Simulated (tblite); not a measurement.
Species: C₄H₅BCl₂.
Atom-mapped SMILES: `[BH2:1][C@H:2]1[C:3]([Cl:4])=[C:5]1[CH2:6][Cl:7]` (hydrogens: H8, H9 on B1; H10 on C2; H11, H12 on C6)

Computed with GFN2-xTB (tblite), gas phase: L-BFGS steps from a force-field or distance-geometry start until the largest atomic force falls under 0.01 eV/Å.

Geometry at step 23:
```
atom  x, y, z in Å
B1      1.4619    1.4094    0.1888
C2      0.8728    0.0850   -0.3703
C3      0.7335   -1.2173    0.3893
Cl4     1.5667   -2.5709    0.9130
C5     -0.3971   -0.6191    0.1532
C6     -1.8397   -0.4388    0.1906
Cl7    -2.2060    1.0994    1.0801
H8      2.1189    1.4451    1.1595
H9      1.2457    2.3858   -0.4340
H10     1.0254    0.0013   -1.4493
H11    -2.2638   -0.3219   -0.8131
H12    -2.3171   -1.2587    0.7308
```

**Question.** Give the atomic forces at this geometry.

**Answer.** 
```tsv
atom	Fx (eV/Å)	Fy (eV/Å)	Fz (eV/Å)
B1	-0.105	0.155	0.030
C2	0.181	0.074	-0.020
C3	-0.103	0.006	-0.127
Cl4	0.013	0.012	0.079
C5	0.141	0.005	-0.137
C6	0.079	0.000	0.088
Cl7	-0.063	-0.096	-0.035
H8	-0.164	0.001	-0.052
H9	0.170	-0.140	0.127
H10	-0.132	-0.112	-0.093
H11	0.066	-0.001	0.165
H12	-0.083	0.095	-0.026
```

The largest, 0.25 eV/Å, acts on H9; the rms over all components is 0.099 eV/Å. The forces sum to zero within rounding, as they must for an isolated molecule in no field.

**Question.** Give the force on H9 in Eh/bohr and in nN.

**Answer.** 0.254 eV/Å ÷ 51.422 = 0.00494 Eh/bohr, and 0.254 eV/Å × 1.602 = 0.41 nN.

**Question.** How far is this geometry from the end of the optimisation?

**Answer.** 0.153 eV above it, and 0.321 Å rms away after alignment. The bonds farthest from their final lengths, with half the difference of the two atoms' forces along the bond (positive lengthens):

| bond | now (Å) | final (Å) | force along bond (eV/Å) |
| --- | --- | --- | --- |
| C2–C3 | 1.514 | 1.531 | +0.02 |
| B1–C2 | 1.554 | 1.538 | -0.01 |
| C2–C5 | 1.544 | 1.556 | +0.01 |
| B1–H9 | 1.178 | 1.168 | -0.17 |
| C3=C5 | 1.301 | 1.292 | -0.11 |
| C6–Cl7 | 1.814 | 1.809 | -0.06 |

The angle farthest from its final value is B1–C2–H10, 111.6° against 119.4°.

Of the 4 listed bonds off by 0.010 Å or more, this force points towards the final length in 4.

The cost below is that of the whole relaxation. Time: 0.42 s wall. Hardware: one thread, Arm Neoverse V1 (aarch64), on a shared host.
